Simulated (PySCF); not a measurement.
**Electron correlation in Sn²⁺ (tin, charge +2)**

[Kr] 4d10 5s2, closed-shell 1S. All numbers are calculated (PySCF 2.14, scalar relativity through the core potential, in aug-cc-pwCVTZ-PP with ECP28MDF (8s7p6d4f1g, 96 functions)). Frozen: 4s2 4p6 4d10; 2 electrons correlated.

With two correlated electrons CCSD is exact within the correlated space (frozen core and kept virtual orbitals).

| level | correlation energy (mhartree) |
| --- | --- |
| CCSD | -34.79 |

Diagnostics: T1 = 0.0044, D1 = 0.0062, largest double amplitude 0.100.

Cost of the coupled-cluster step: of the order of 4 core-seconds, for 2 correlated electrons.
